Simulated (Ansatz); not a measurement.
Calculated with Ansatz (gas phase, PBE0-D4/def2-TZVP geometries, no zero-point term in ΔE). CBS: MP2 limit from def2 TZ/QZ plus the TZ coupled-cluster correction, frozen cores. DFT in def2-TZVPP. One conformer a species, not always the lowest.

Consider the isomerisation: `C/C=C(\C)[SiH3]` → `C[SiH2]C1CC1`.

```tsv
level	ΔE (kJ/mol)
B2PLYP	-5.8
HF/def2-TZVPP	0.2
CCSD(T)/def2-TZVPP	-8.6
CCSD/CBS(def2)	-11.2
```

Question: What does CCSD(T)/CBS give? (Best estimate.)

Answer: Ansatz gave: -9.1 kJ/mol. The listed levels differ from it by 3.3, 9.3, 0.5, -2.1 kJ/mol.

Largest T1 diagnostic among the species: 0.011.

From PBE to PBE0 (25 % exact exchange), in def2-TZVPP and without D4, ΔE moves by −8.0 kJ/mol. In def2-TZVPP, CCSD(T) changes the Hartree–Fock value by −8.8 kJ/mol (the triples alone add +2.0 kJ/mol) and MP2 by −19.9 kJ/mol.

CCSD(T)/CBS has its own doubt, a few kJ/mol and more with outer-core shells, so smaller differences from it don't rank the levels.
